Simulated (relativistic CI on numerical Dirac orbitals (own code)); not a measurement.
**Fe4+: q coefficients and field-shift factors**

Calculated at this level of theory: Dirac-Coulomb-Breit CI, KLI orbitals optimised for each configuration, valence Slater integrals scaled by 0.85, P86 correlation energy added to each configuration, derivatives by finite differences, QED left out (own radial code, finite nucleus).

Configurations in the expansion (outside the closed core [Ne]): 3s²3p⁶3d⁴, 3s²3p⁶3d³4s, 3s²3p⁶3d³4p, 3s²3p⁵3d⁵, 3s²3p⁶3d³4d, 3s²3p⁶3d²4s², 3s3p⁶3d⁵, 3s²3p⁶3d²4s4p. Levels of other configurations are missing.

With x = (α/α₀)² − 1 an excitation energy changes as ω = ω₀ + qx; K = 2q/ω₀ is the relative enhancement. Terms are leading LS components, so labels can repeat. The field-shift factor is F = δν/δ⟨r²⟩ for the transition from the lowest level.

Lowest level 3s²3p⁶3d⁴ ⁵D0.

```tsv
Level	ω₀ (cm⁻¹)	q (cm⁻¹)	K	F (GHz/fm²)
3s²3p⁶3d⁴ ⁵D1	136.2	149.7	2.2	0.000795
3s²3p⁶3d⁴ ⁵D2	397.1	424.5	2.14	0.00226
3s²3p⁶3d⁴ ⁵D3	765.7	792.8	2.07	0.00426
3s²3p⁶3d⁴ ⁵D4	1223.9	1227	2	0.00666
3s²3p⁶3d⁴ ³H4	23373.9	128.3	0.011	0.0394
3s²3p⁶3d⁴ ³H5	23642.7	456.1	0.0386	0.0411
3s²3p⁶3d⁴ ³H6	23923.5	759	0.0635	0.0429
3s²3p⁶3d⁴ ³P0	24175.7	-860.7	-0.0712	0.0284
3s²3p⁶3d⁴ ³P1	25044.8	78.37	0.00626	0.0335
3s²3p⁶3d⁴ ³F2	26128.9	450.6	0.0345	0.0362
3s²3p⁶3d⁴ ³F3	26171.1	384.3	0.0294	0.0358
3s²3p⁶3d⁴ ³F4	26281.1	487.4	0.0371	0.0363
3s²3p⁶3d⁴ ³P2	26472.4	1426	0.108	0.0408
3s²3p⁶3d⁴ ³G3	28530.8	610.4	0.0428	0.0397
3s²3p⁶3d⁴ ³G4	28839.6	894	0.062	0.0413
3s²3p⁶3d⁴ ³G5	29079.1	1071	0.0737	0.0425
3s²3p⁶3d⁴ ¹I6	35114.2	603.4	0.0344	0.0589
3s²3p⁶3d⁴ ¹G4	35484.7	993.3	0.056	0.0462
3s²3p⁶3d⁴ ³D3	35671.9	584.4	0.0328	0.0365
3s²3p⁶3d⁴ ³D2	35803.1	714.1	0.0399	0.0373
3s²3p⁶3d⁴ ³D1	35959.2	904.9	0.0503	0.0382
3s²3p⁶3d⁴ ¹S0	39514.7	976.6	0.0494	0.0339
3s²3p⁶3d⁴ ¹D2	45416.5	785.7	0.0346	0.066
```

At this charge configurations can still be misplaced by up to about 7 % of their energy.
